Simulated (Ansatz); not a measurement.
Born–Oppenheimer molecular dynamics of BH₅O₂S (9 atoms, charge 0, multiplicity 1). It starts at the highest image of a converged band. Of that band: The profile has 3 maxima (images 2, 7, 9) with wells between them (images 5, 8): this band takes more than one step, which may be the mechanism or a detour left from its start path. A vibrational analysis at the climbing image gives one clearly imaginary mode, 996i cm⁻¹: a first-order saddle point.

All numbers below come from RKS PBE-D4/6-31G* in Ansatz 0.2.0.

```json
{
  "ensemble": "NVE (velocity Verlet)",
  "time step": "0.5 fs",
  "steps asked": "200",
  "starting velocities drawn for": "300 K",
  "seed": "8962"
}
```

First frame:

```xyz
9
Properties=species:S:1:pos:R:3
B -0.052 0.078 0.074
O -0.006 -0.075 1.632
H -0.826 -0.513 1.950
H 1.020 -0.109 -0.430
O -1.158 -0.465 -0.567
H -2.011 -0.230 -0.156
S -0.148 2.281 0.393
H -1.505 2.375 0.324
H -0.140 1.183 1.611
```

(1) How far do the bonds stretch over the last three quarters of this one trajectory? (Pairs bonded in most of those frames.)

Results:

(1) 
| bond | mean (Å) | spread (Å) | shortest | longest |
| --- | --- | --- | --- | --- |
| B1–O2 | 1.381 | 0.031 | 1.32 | 1.43 |
| B1–H4 | 1.206 | 0.034 | 1.15 | 1.26 |
| B1–O5 | 1.387 | 0.041 | 1.32 | 1.46 |
| O2–H3 | 0.980 | 0.012 | 0.96 | 1.00 |
| O5–H6 | 0.980 | 0.013 | 0.96 | 1.00 |
| S7–H8 | 1.363 | 0.012 | 1.35 | 1.39 |
| S7–H9 | 1.380 | 0.072 | 1.27 | 1.48 |

Mean temperature of the second half: 1214 K. The conserved energy stayed within 0.16 meV per atom of its start (net change 0.013 meV per atom), so the integration is sound. The kinetic energy rose, since the run started high on the potential surface and went downhill. It ends in pieces (BH3O2 + H2S), so much of that is their flight and rotation, not heat. A run of 0.1 ps of so small a system gives no equilibrium averages. The orbitals stay closed-shell, which can raise the energy where a bond breaks towards radicals; this wasn't checked here.

Run time: 7.3 min on 1 thread of Arm Neoverse V1 (shared host), peak memory 0.12 GiB.
